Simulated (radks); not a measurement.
Results of a calculation; reference values are marked as such.
Neutral manganese inside a hard spherical wall (all orbitals vanish at R), configuration held at [Ar] 3d5 4s2 and not refilled when levels cross. Code: a radial shooting solver on a logarithmic mesh with Libxc functionals. Model: non-relativistic Kohn-Sham, r2SCAN, spin-polarised, spherical densities, point nucleus; open shells are filled with parallel spins first; meta-GGA in the generalised Kohn-Sham scheme. Eigenvalues in eV for spin up, with the zero of energy where the potential of the charges vanishes at infinity; a dash marks a level that is unbound or too diffuse for the functional's potential to be trusted. A positive occupied level is held by the wall or, in an anion where self-interaction has pushed it up, behind a barrier. The pressure on the wall is -dE/dV.

\begin{tabular}{lrrrrrrrrr}
R (bohr) & E (hartree) & kinetic (hartree) & e(3s) & e(3p) & e(3d) & e(4s) & e(4p, empty) & e(5s, empty) & pressure (GPa) \\ \hline
free & -1150.97600 & 1150.059 & -89.313 & -58.153 & -8.972 & -5.659 & -1.279 & - & 0 \\
15 & -1150.97600 & 1150.059 & -89.313 & -58.153 & -8.972 & -5.659 & -1.278 & 2.085 & < 0.0001 \\
10 & -1150.97553 & 1150.064 & -89.269 & -58.109 & -8.929 & -5.624 & -1.216 & 3.471 & 0.0126 \\
8 & -1150.97155 & 1150.093 & -89.050 & -57.890 & -8.716 & -5.447 & -0.918 & 5.578 & 0.180 \\
6 & -1150.93577 & 1150.280 & -88.025 & -56.867 & -7.735 & -4.488 & 0.620 & 12.740 & 2.88 \\
2.5 & -1147.51806 & 1161.487 & -67.187 & -36.321 & 13.711 & 40.516 & 54.829 & 173.27 & 2240 \\
1.5 & -1122.11254 & 1234.383 & -1.633 & 32.685 & 90.051 & 267.82 & 285.01 & 699.68 & 78700 \\
\end{tabular}
